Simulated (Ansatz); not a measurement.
CH₅ClGaN, SMILES [CH3][Ga]([NH2])[Cl].

Geometry optimised at PBE0-D3(BJ)/def2-SVP. The structure was generated by enumeration; whether it is a known compound was not checked. One conformer was computed; it need not be the lowest.

Two levels are set side by side: PBE/def2-SVPD (Ansatz, a first-principles code) and CAM-B3LYP/def2-SVPD (Ansatz). Energy differences of separate SCF runs at the same geometry; the states with an electron removed or added have multiplicity 2 and 2. Differences are taken from unrounded values.

| quantity | CAM-B3LYP | PBE | PBE minus CAM-B3LYP |
|---|---|---|---|
| vertical ionisation energy (eV) | 9.97 | 9.55 | -0.42 |
| vertical singlet–triplet gap (eV) | 5.73 | 5.33 | -0.40 |
